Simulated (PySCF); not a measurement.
## Correlation energy of Cr (chromium, neutral)

[Ar] 3d5 4s1, high-spin 7S determinant. Calculation: PySCF 2.14, in aug-cc-pVDZ; no relativity, point nucleus. Frozen: [Ar]; 6 electrons correlated.

MP2 pair energies summed by pair of shells (mhartree):

```
 pair  energy  share (%)
3d-3d  -70.14       85.6
3d-4s  -11.84       14.4
```

Total MP2 correlation energy: -81.98 mhartree.

Same-spin part -81.98 and opposite-spin part 0.00 mhartree; SCS-MP2 scales them by 1/3 and 6/5 to -27.33 mhartree.
